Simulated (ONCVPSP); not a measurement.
## What one change does to a pseudopotential (Bi, ONCV)

- Element: Bi (Z = 83)
- Generator: ONCVPSP 4.0.1
- Type: optimised norm-conserving Vanderbilt (ONCV)
- Functional: PBEsol
- Relativity: fully relativistic
- Frozen core: [Kr] 4d10 4f14
- Valence charge: 23
- Reference configuration: 5s2 5p6 5d10 6s2 6p3
- Partial waves: 5s+6s: rc 1.20 bohr, ncon 4, nbas 7, qcut 8.3 1/bohr, 2 projectors; 5p+6p: rc 1.50 bohr, ncon 4, nbas 8, qcut 8.3 1/bohr, 2 projectors; 5d: rc 1.20 bohr, ncon 4, nbas 7, qcut 7.1 1/bohr, 2 projectors, debl 1.8 Ha
- Local potential: polynomial inside 1.20 bohr (lpopt 1, dvloc0 0 Ha)
- Core correction: Teter function fitted to the true core (icmod 2), fcfact 0.5

Open shells are filled in proportion to 2j + 1.

All-electron outer shells of the reference configuration (PBEsol, scalar-relativistic, ld1.x):

| shell | level (eV) | outermost node (bohr) | outermost maximum (bohr) |
| --- | --- | --- | --- |
| 4d | -429.87 | 0.19 | 0.38 |
| 5s | -157.81 | 0.44 | 0.77 |
| 4f | -152.63 | – | 0.34 |
| 5p | -95.82 | 0.48 | 0.86 |
| 5d | -27.06 | 0.51 | 1.03 |
| 6s | -14.53 | 0.98 | 1.86 |
| 6p | -4.60 | 1.14 | 2.44 |

Change: p: rc 2.16.

Cutoffs: the cutoffs (Ha) at which the residual kinetic energy of the hardest occupied pseudo-wave falls to 1 and 0.1 mHa per electron; they do not see the model core or the augmentation charge, which bear on the density cutoff. Errors are all-electron minus pseudo energies relative to the spin-unpolarised reference configuration.

**Question.** What does the change do?

**Answer.** The potential gets neither clearly harder nor softer (35 Ha and 83 Ha → 35 Ha and 83 Ha); of the 4 tests that both files solve, the error grows in 2 and shrinks in 1 by more than 15 % and 0.3 meV (median size 0.8 → 2.5 meV); neither file shows a bound ghost.

| quantity | base | changed |
| --- | --- | --- |
| cutoff, loose | 35 Ha | 35 Ha |
| cutoff, tight | 83 Ha | 83 Ha |
| loose cutoff by channel | s 35 Ha, p 23 Ha, d 26 Ha | s 35 Ha, p 21 Ha, d 26 Ha |
| bound ghosts | none | none |
| GHOST(+) flags under 300 eV | none | none |
| error for 5s2 5p6 5d10 6s2 6p2, meV [ΔE 8.10 eV] | +0.3 | -0.1 |
| error for 5s2 5p6 5d10 6s2 6p1, meV [ΔE 23.57 eV] | +0.2 | -0.9 |
| error for 5s2 5p6 5d10 6s2 6p0, meV [ΔE 47.14 eV] | -1.3 | -4.1 |
| error for 5s1 5p6 5d10 6s2 6p3, meV [ΔE 165.44 eV] | -143 | -121 |
| s: phases at 1.22 bohr within 0.05 rad from the reference energy up to (Ha; the scan ends near 5) | to the end of the scan | to the end of the scan |
| d5/2: phases at 1.22 bohr within 0.05 rad from the reference energy up to (Ha; the scan ends near 5) | to the end of the scan | to the end of the scan |
| d3/2: phases at 1.22 bohr within 0.05 rad from the reference energy up to (Ha; the scan ends near 5) | to the end of the scan | to the end of the scan |
| rms error of d²Exc/dni dnj with the model core, mHa | 3.43 | 3.42 |
